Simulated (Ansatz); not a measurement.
Consider the ligand exchange at a Ti–Br bond: `[OH][Ti]([F])([F])[Br]` + `C[SeH]` → `C[Se][Ti]([OH])([F])[F]` + HBr.

Isolated molecules relaxed with PBE0-D4/def2-TZVP in Ansatz; ΔE leaves out vibrations. CBS: MP2 limit from def2 TZ/QZ plus the TZ coupled-cluster correction, frozen cores. Functionals use def2-TZVPP. For Br, Se, Ti outer-core shells are correlated without core-valence functions, which leaves a few kJ/mol of doubt a bond. Scalar relativity is left out up to krypton. Each species was taken in one conformer, which may not be the lowest.

```json
{"level": "ωB97X-V", "ΔE (kJ/mol)": "54.3"}
{"level": "B2PLYP", "ΔE (kJ/mol)": "50.0"}
{"level": "PBE", "ΔE (kJ/mol)": "47.7"}
{"level": "r2SCAN", "ΔE (kJ/mol)": "50.9"}
{"level": "CCSD/def2-TZVPP", "ΔE (kJ/mol)": "51.4"}
{"level": "HF/def2-QZVPP", "ΔE (kJ/mol)": "71.1"}
{"level": "MP2/def2-QZVPP", "ΔE (kJ/mol)": "44.9"}
{"level": "HF/CBS(def2)", "ΔE (kJ/mol)": "71.2"}
```

What does CCSD(T)/CBS give? (An estimate is asked.)

Ansatz gave: +45.1 kJ/mol. The listed levels differ from it by 9.2, 4.9, 2.6, 5.8, 6.3, 26.0, -0.2, 26.1 kJ/mol.

Largest T1 diagnostic among the species: 0.022, so the coupled-cluster value is less sure than usual.

The D4 term adds −6.0 kJ/mol with B3LYP and −3.5 kJ/mol with PBE0; it sums over pairs of atoms, weighted by their polarisabilities, and B3LYP, whose exchange is more repulsive, gets the larger term. In def2-TZVPP, CCSD(T) changes the Hartree–Fock value by −23.5 kJ/mol (the triples alone add −4.5 kJ/mol) and MP2 by −24.8 kJ/mol. From PBE to PBE0 (25 % exact exchange), in def2-TZVPP and without D4, ΔE moves by +4.1 kJ/mol.

B3LYP here is the variant with VWN-RPA as its local correlation; programs differ in this.
